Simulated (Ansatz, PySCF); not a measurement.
Spin states of FeO2 (SMILES [O]=[Fe]=[O]), each relaxed with B3LYP-D3(BJ)/def2-TZVP.
State 1 (charge 0, multiplicity 5):
```json
[
 {"atom": "Fe", "x (Å)": "0.3219", "y (Å)": "-0.2412", "z (Å)": "0.3282"},
 {"atom": "O", "x (Å)": "0.8732", "y (Å)": "0.3124", "z (Å)": "-1.0711"},
 {"atom": "O", "x (Å)": "-1.2282", "y (Å)": "-0.0239", "z (Å)": "0.6726"}
]
```
State 2 (charge 0, multiplicity 3):
```xyz
3

Fe     0.2000    -0.1483     0.2020
O      1.0262     0.2765    -1.0760
O     -1.2594    -0.0809     0.8038
```

Singlets are restricted, other states unrestricted; no spin–orbit coupling, no relativity up to Kr; see below for the cores. The largest T1 diagnostic is 0.114.

Run with Ansatz (Gaussian orbitals); PySCF for the dispersion terms. Each number belongs to the level named beside it.

| level | energy of the multiplicity-3 state less that of the multiplicity-5 state (eV) |
|---|---|
| BLYP/def2-TZVPP | -0.146 |
| BLYP-D3(BJ)/def2-TZVPP | -0.145 |
| BLYP-D4/def2-TZVPP | -0.144 |
| r2SCAN-D3(BJ)/def2-TZVPP | 0.114 |
| B97M-V/def2-TZVPP | -0.013 |
| r2SCANh/def2-TZVPP | 0.210 |
| B3LYP-D4/def2-TZVPP | (withheld) |
| PBE0-D4/def2-TZVPP | 0.214 |
| CAM-B3LYP-D3(BJ)/def2-TZVPP | (withheld) |

### Question
Complete the blanks.

### Answer

- B3LYP-D4/def2-TZVPP, energy of the multiplicity-3 state less that of the multiplicity-5 state (eV): 0.081
- CAM-B3LYP-D3(BJ)/def2-TZVPP, energy of the multiplicity-3 state less that of the multiplicity-5 state (eV): 0.130

Doubts at one or more of the structures used: a spin-contaminated determinant (r2SCANh/def2-TZVPP, PBE0-D4/def2-TZVPP, CAM-B3LYP-D3(BJ)/def2-TZVPP).

Ansatz is a program for electronic structure.
